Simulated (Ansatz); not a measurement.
Coupled-cluster run, B₂H₄SSi (`B1[SiH2]BS1`).

```yaml
crystal:
  periodic: [false, false, false]
  atoms:
    - {symbol: B, position_ang: [-0.855585, 0.488680, -0.859461]}
    - {symbol: Si, position_ang: [0.695553, 0.667740, 0.388158]}
    - {symbol: B, position_ang: [0.080281, -1.232494, 0.460171]}
    - {symbol: S, position_ang: [-0.690576, -1.285875, -1.176891]}
    - {symbol: H, position_ang: [-1.806432, 1.097880, -1.239794]}
    - {symbol: H, position_ang: [0.771831, 1.597856, 1.547200]}
    - {symbol: H, position_ang: [1.949107, 0.737922, -0.409316]}
    - {symbol: H, position_ang: [-0.051979, -2.128808, 1.234132]}
basis:
  gaussian: {orbitals: def2-SVP}
correlation: {method: ccsd_t}
```

```sh
$ ansatz run in.yaml --threads 2 --pin off --events-out ev --progress --plain --max-ram 4352MiB
```

Output of Ansatz, abridged:

```
Functional definition: HF
820 factors; integrals over basis functions are off by at most 1.2e-3 eV
mean field evaluation 1: about -20077.6744 eV, gradient 1.6e1 eV
mean field evaluation 2: about -20077.7126 eV, gradient 1.6e1 eV
mean field evaluation 4: about -20079.1340 eV, gradient 1.2e0 eV
mean field evaluation 8: about -20079.1423 eV, gradient 2.1e-4 eV
mean field -20079.14230773 eV, -737.8948696776 hartree, gradient 5.1e-6 eV, S^2 0.000000; 0 other end points of the search recorded, 0 dependent functions left out
12 core orbitals not correlated: weight in the atoms' cores, before any rotation towards them, 1.000 or more for the frozen orbitals, at most 0.000 for the correlated occupied ones
reference -20079.14230773 eV, -737.8948696776 hartree; 10, 10 occupied and 62, 62 virtual orbitals, 820 factors
second order -10.65724395 eV of doubles, -0.00000000 eV of singles
cycle   1  -11.55703427 eV  change   -9.0e-1 eV  update   1.0e-1
cycle   2  -11.96949851 eV  change   -4.1e-1 eV  update   3.1e-2
cycle   3  -12.05091192 eV  change   -8.1e-2 eV  update   1.8e-2
cycle   4  -12.04345380 eV  change    7.5e-3 eV  update   7.5e-3
cycle   5  -12.04227580 eV  change    1.2e-3 eV  update   2.8e-3
cycle   6  -12.04245404 eV  change   -1.8e-4 eV  update   9.8e-4
cycle   7  -12.04247518 eV  change   -2.1e-5 eV  update   3.7e-4
cycle   8  -12.04260943 eV  change   -1.3e-4 eV  update   1.6e-4
cycle   9  -12.04261114 eV  change   -1.7e-6 eV  update   5.4e-5
cycle  10  -12.04259261 eV  change    1.9e-5 eV  update   1.8e-5
perturbative correction -0.48327167 eV, -0.0177599063 hartree
Total energy: -20091.66817200 eV, -738.3551866994 hartree
```

It took 2.2 s on 2 threads of an Arm Neoverse V1 on a shared host, with 0.23 GiB of host memory at the peak.

The correlation energy is -12.526 eV, 3.9 % of it from (T); the T1 diagnostic reads 0.0196.
